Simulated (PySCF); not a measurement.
Calculated properties of `O=C([O-])C1=CC=CC=C1Cl`

C7H4ClO2 (charge -1).
Z-matrix (Å and degrees, PBE0-D3(BJ)/def2-SVP geometry), rows numbered from 1:
```
O 
C   1  1.2359
O   2  1.2452  1  130.50
C   2  1.5739  1  116.26  3  -179.71
C   4  1.4023  2  116.35  1   178.40
C   5  1.3904  4  122.97  2  -179.33
C   6  1.3959  5  119.39  4    -0.08
C   7  1.3907  6  119.32  5    -0.15
C   4  1.4008  2  127.34  1    -1.18
Cl  9  1.7455  4  123.17  2    -0.81
H   5  1.0941  4  113.80  2     0.58
H   6  1.0945  5  120.33  4   179.88
H   7  1.0942  6  120.90  5   179.88
H   8  1.0925  7  121.04  6  -179.87
```

Among its groups: carboxylate, benzene ring and C–Cl bond.

From PBE0-D3(BJ)/def2-SVP geometry optimisation, gas phase (PySCF):

- Rotational constants A, B, C: 1.461, 1.223, 0.666 GHz

CAM-B3LYP/def2-SVPD ground state and vertical TDDFT (core frozen in the response) (PySCF):

- HOMO energy: -3.53 eV
- LUMO energy: 3.89 eV
- HOMO–LUMO gap: 7.42 eV
- Lowest singlet excitation: 4.27 eV (290 nm, f = 0.000)
- Static isotropic polarisability: 109.0 au
- Electronic spatial extent ⟨r²⟩ about the centre of nuclear charge: 1604 bohr²

CAM-B3LYP/pcSseg-1 ground state and GIAO shieldings, non-relativistic (PySCF):

- 13C chemical shifts (computed TMS as zero) by class: 165.0 (C2), 155.0 (C4), 149.7 (C9), 146.6 (C5), 137.3 (C8), 130.8 (C7), 129.5 (C6) ppm
- 1H chemical shifts (computed TMS as zero) by class: 9.19 (H11), 6.82 (H14), 6.69 (H12), 6.54 (H13) ppm
- Isotropic shieldings of nuclei other than C and H, by class: 10 (O1/O3), 717 (Cl10) ppm

Monoisotopic mass of the ion (most abundant isotopes, electron mass counted): 154.9905 u.

The principal polarisabilities are 64.4, 126.1 and 136.5 au; their mean is the isotropic value. The rotational constants make it an asymmetric top with κ = (2B − A − C)/(A − C) = 0.40, nearer the oblate limit (+1). With B = h/(8π²I), that is 505.379 GHz u Å² over I, the principal moments of inertia are 345.8, 413.3 and 759.0 u Å² (most abundant isotopes). The 6 singlets span 4.27 to 5.27 eV, and their oscillator strengths add up to 0.01.

 The geometry's basis has no diffuse functions, a weakness for an anion. NMR classes are plain means over equivalent atoms (diastereotopic ones count apart unless rotation or inversion swaps them), as if these changed places fast; in this geometry the members of some classes differ. No diffuse functions stand in pcSseg-1, which bears on an anion's orbital energies.
